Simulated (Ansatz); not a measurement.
Molecule: P₂H₄, net charge 1, doublet state. SMILES of the parent species: PP
Structure (B3LYP-D3(BJ)/def2-TZVP (Ansatz, a first-principles code) minimum search):
```xyz
6

P     -1.0046    -0.3791    -0.0325
P      1.0046     0.3791     0.0325
H     -1.5948     0.1917     1.1142
H     -1.5887     0.3637    -1.0795
H      1.5887    -0.3637     1.0795
H      1.5948    -0.1917    -1.1142
```
Charge +1, spin multiplicity 2.

Parts of the frozen-core correlation energy in def2-TZVPP (Ansatz, hartree). Frozen orbitals: 10; correlated occupied orbitals by spin: 7 and 6; virtual: 123 and 124. UHF or UKS for open shells. Spin-orbit coupling is left out. No relativistic terms.

```tsv
term	value
reference (HF)	-683.53322
MP2 opposite-spin	-0.22964
MP2 same-spin	-0.05240
CCSD correlation	-0.32802
(T)	-0.01422
T1 diagnostic	0.023
largest doubles amplitude	0.049
<S^2> of the reference	0.822
```
